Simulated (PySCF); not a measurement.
Species: C₄H₉AsGe.
SMILES: `CC#[C][Ge@@H]([CH3])[AsH2]`

Method used: TDDFT B3LYP/def2-SVPD, vertical, gas phase, core orbitals frozen in the response (PySCF). Geometry: PBE0-D3(BJ)/def2-SVP, one conformer, isolated molecule. The B3LYP/def2-SVPD calculation is non-relativistic and has no spin–orbit coupling, an omission that weighs most on arsenic and germanium. Torsions of this conformer, `[CH3:1][C:2]#[C:3][Ge@@H:4]([CH3:5])[AsH2:6]`: H–As6–Ge4–C3 47°, H–As6–Ge4–C3 -45°.

Problem. List the vertical singlet excitations with oscillator strengths and describe the spectrum.

Solution. 

```json
{"state": "S1", "E (eV)": "5.65", "ν̃ (cm⁻¹)": "45530", "f": "0.025", "main configurations (H = HOMO, L = LUMO)": "H→L (47%), H→L+1 (24%), H-1→L (9%)"}
{"state": "S2", "E (eV)": "5.75", "ν̃ (cm⁻¹)": "46390", "f": "0.023", "main configurations (H = HOMO, L = LUMO)": "H-1→L (61%), H→L (15%), H-1→L+1 (14%)"}
{"state": "S3", "E (eV)": "5.79", "ν̃ (cm⁻¹)": "46720", "f": "0.123", "main configurations (H = HOMO, L = LUMO)": "H→L+1 (44%), H→L (16%), H-1→L (11%)"}
{"state": "S4", "E (eV)": "5.96", "ν̃ (cm⁻¹)": "48110", "f": "0.032", "main configurations (H = HOMO, L = LUMO)": "H→L+3 (66%), H→L+1 (19%)"}
{"state": "S5", "E (eV)": "6.04", "ν̃ (cm⁻¹)": "48680", "f": "0.0083", "main configurations (H = HOMO, L = LUMO)": "H→L+2 (91%)"}
{"state": "S6", "E (eV)": "6.36", "ν̃ (cm⁻¹)": "51280", "f": "0.221", "main configurations (H = HOMO, L = LUMO)": "H-1→L+1 (34%), H→L+5 (19%), H→L (9%)"}
{"state": "S7", "E (eV)": "6.48", "ν̃ (cm⁻¹)": "52240", "f": "0.025", "main configurations (H = HOMO, L = LUMO)": "H-1→L+1 (33%), H-1→L+3 (31%), H→L+5 (9%)"}
{"state": "S8", "E (eV)": "6.54", "ν̃ (cm⁻¹)": "52790", "f": "0.033", "main configurations (H = HOMO, L = LUMO)": "H→L+4 (70%), H-2→L (14%)"}
{"state": "S9", "E (eV)": "6.65", "ν̃ (cm⁻¹)": "53630", "f": "0.0015", "main configurations (H = HOMO, L = LUMO)": "H-2→L (43%), H→L+5 (31%), H→L+4 (15%)"}
{"state": "S10", "E (eV)": "6.82", "ν̃ (cm⁻¹)": "55010", "f": "0.013", "main configurations (H = HOMO, L = LUMO)": "H-1→L+2 (92%)"}
```

Triplets, Tamm–Dancoff:

```tsv
state	E (eV)	λ (nm)	main configurations (H = HOMO, L = LUMO)
T1	4.70	264.0	H→L (73%)
T2	5.13	241.7	H-1→L+3 (32%), H→L (16%), H-1→L+1 (13%)
T3	5.25	236.4	H-1→L (33%), H→L+3 (20%), H→L+1 (15%)
T4	5.43	228.3	H→L+1 (21%), H-2→L (20%), H-1→L+3 (14%)
```

The lowest singlet comes at 220 nm (545 kJ/mol) in the ultraviolet; it is weak; its leading configuration is HOMO→LUMO (47%). The strongest level in the table is S6 at 6.36 eV (195 nm, f = 0.221). Löwdin shares by element: HOMO arsenic 40%, carbon 34% or more, germanium 10% (atoms not listed hold the other 16%); LUMO arsenic 32%, carbon 22% or more, germanium 21% (atoms not listed hold the other 25%). Orbital energies (eV): HOMO-3 -8.38, HOMO-2 -7.78, HOMO-1 -7.27, HOMO -6.72, LUMO -0.37, LUMO+1 -0.04, LUMO+2 0.24. Weighted by f, the mean energy of these states is 6.16 eV. The oscillator strengths of these states sum to 0.505; summed over the whole spectrum of an exact calculation they would give the number of electrons, 98 (Thomas–Reiche–Kuhn). No computed singlet lies in the visible range (380 to 750 nm); the lowest, at 220 nm, stands 2.38 eV above its violet end (3.26 eV). The vertical ionisation energy (ΔSCF) is 8.60 eV, 1.78 eV above S10. The window holds the lowest 10 singlets.
